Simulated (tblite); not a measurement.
C11H8N2.
Structure used (GFN2-xTB), in Å, numbered top down from 1:
```xyz
21
C11H8N2 angstrom
C      0.3859   -0.0503    0.1099
C     -0.8097    0.1146    0.1102
N     -2.1288    0.2923    0.1069
C     -2.7758    1.4582   -0.2118
C     -4.1166    1.2418   -0.1040
C     -4.2980   -0.1049    0.2949
C     -3.0614   -0.6639    0.4163
C      1.7811   -0.2409    0.1076
C      2.6504    0.8194   -0.1647
C      4.0107    0.5723   -0.1502
N      4.5399   -0.6139    0.1031
C      3.7152   -1.6171    0.3573
C      2.3379   -1.4946    0.3761
H     -2.2256    2.3360   -0.4880
H     -4.8912    1.9592   -0.2890
H     -5.2362   -0.5938    0.4681
H     -2.7623   -1.6552    0.6950
H      2.2629    1.8033   -0.3796
H      4.7194    1.3653   -0.3514
H      4.1892   -2.5695    0.5568
H      1.7040   -2.3413    0.5908
```

The geometry is computed with GFN2-xTB (gas phase).

Masses are those of the commonest isotopes; rigid-rotor values at the optimised geometry. 

(1) Give the principal moments of inertia and the rotational constants in cm⁻¹.

(2) What kind of rotor is it?

(3) What does the inertial defect say?

(4) Where do the levels up to J = 4 lie, in MHz?

Results:

(1) Ia = 137.37, Ib = 1673.80, Ic = 1810.94 u·Å²; 505379 MHz·u·Å²/I gives 3679, 301.9 and 279.1 MHz, that is A = 0.12272, B = 0.01007, C = 0.00931 cm⁻¹.

(2) A near-prolate asymmetric top: κ = (2 × 301.9 − 3679 − 279.1)/(3679 − 279.1) = -0.99.

(3) Not planar: Δ = Ic − Ia − Ib = -0.23 u·Å². For a rigid frame Δ = −2 Σ m c², so Σ m c² = 0.12 u·Å² lies off the ab plane: 0.03 from hydrogen and 0.09 from heavier atoms. The atom farthest from that plane is 0.08 Å away.

(4) Above 0(0,0):
J = 1: 1(0,1) 581, 1(1,1) 3958, 1(1,0) 3981
J = 2: 2(0,2) 1743, 2(1,2) 5097, 2(1,1) 5166, 2(2,1) 15297, 2(2,0) 15297
J = 3: 3(0,3) 3485, 3(1,3) 6806, 3(1,2) 6943, 3(2,2) 17040, 3(2,1) 17040, 3(3,1) 33982, 3(3,0) 33982
J = 4: 4(0,4) 5808, 4(1,4) 9084, 4(1,3) 9312, 4(2,3) 19364, 4(2,2) 19365, 4(3,2) 36306, 4(3,1) 36306, 4(4,1) 60025, 4(4,0) 60025

Its GFN2-xTB frequencies are all real (lowest 32 cm⁻¹). Zero-point vibration and centrifugal distortion are left out.
